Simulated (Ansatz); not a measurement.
Task: Predict a relaxed structure of SnGe₃⁺ (the lowest doublet isomer of a short search), charge 1, doublet, at PBE-D4/def2-SVP (Ansatz).

Result: 
```xyz
4

Ge   -1.436   -0.001    0.351
Ge    1.415    0.137   -0.406
Ge   -0.296    1.824   -0.784
Sn    0.318   -1.960    0.840
```
Point group C2v (tolerance 0.1 Å). This is one stationary point.

In the def2 sets Sn takes a core potential; there is no spin–orbit coupling. The relaxation made no stability test and no search for a lower SCF solution. The structure comes from a short search, and lower isomers may exist.
